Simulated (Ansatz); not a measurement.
Reaction (ligand exchange at the Sn–C bond): `[CH3][SnH2][CH2][SiH3]` + `N=C=O` → `[CH3][SnH2][N]=C=O` + `C[SiH3]`

Gas-phase electronic energies from Ansatz, PBE0-D4/def2-TZVP geometries. CBS: MP2 limit from def2 TZ/QZ plus the TZ coupled-cluster correction, frozen cores. This one scheme is used for every species. DFT in def2-TZVPP. def2 core potentials past Kr. For Sn outer-core shells are correlated without core-valence functions, which leaves a few kJ/mol of doubt a bond. One conformer a species, not always the lowest.

```csv
species,PBE energy (Eh)
`[CH3][SnH2][CH2][SiH3]`,-585.75581
`N=C=O`,-168.57697
`[CH3][SnH2][N]=C=O`,-423.34810
`C[SiH3]`,-331.00861
```

Q: Work out ΔE.

A: ΔE = (-423.34810) + (-331.00861) − (-585.75581) − (-168.57697) = -0.02393 Eh = -62.8 kJ/mol. CCSD(T)/CBS gives -64.8 kJ/mol.

Largest T1 diagnostic among the species: 0.018.

In def2-TZVPP, CCSD(T) changes the Hartree–Fock value by +28.7 kJ/mol (the triples alone add +3.5 kJ/mol) and MP2 by +28.9 kJ/mol. From PBE to PBE0 (25 % exact exchange), in def2-TZVPP and without D4, ΔE moves by −4.2 kJ/mol. The D4 term adds +7.0 kJ/mol with B3LYP and +4.1 kJ/mol with PBE0; it sums over pairs of atoms, weighted by their polarisabilities, and B3LYP, whose exchange is more repulsive, gets the larger term.

B3LYP here is the variant with VWN-RPA as its local correlation; programs differ in this.
